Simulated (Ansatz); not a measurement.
## Worked example: AlHF2 + Si2H3F2 → AlHF + Si2H3F3

Species: AlHF2 `[F][AlH][F]`, singlet; Si2H3F2 `F[SiH][SiH2]F`, doublet; AlHF `[F][AlH]`, doublet; Si2H3F3 `F[SiH2][SiH](F)F`, singlet. A radical takes F: the energy is the difference in strength between the Al–F bond broken and the Si–F bond made.

Shapes, held fixed at every level: PBE0-D4/def2-TZVP. Flexible molecules stand in one conformer, not always the lowest. Programs: Ansatz 0.2.0. Electronic energies: no zero-point or thermal term.

At CCSD(T)/CBS estimate; 1 Eh = 2625.50 kJ/mol:

```
species  energy (Eh)
  AlHF2  -442.351554
Si2H3F2  -779.603528
   AlHF  -342.423943
Si2H3F3  -879.524197
```

Problem. Work out ΔE of the reaction at this level.

Solution. 
1. Products less reactants: (-342.423943) + (-879.524197) − [(-442.351554) + (-779.603528)] = 0.006942 Eh = +18.2 kJ/mol.

Other levels give +7.7 (HF/def2-TZVPP) to +18.0 kJ/mol (r2SCAN-D4/def2-TZVPP). No measured value is set beside it here. Open shells run unrestricted. The CBS estimate extrapolates MP2 from def2-TZVPP and def2-QZVPP and adds CCSD(T) − MP2 in the triple-zeta set, cores frozen.
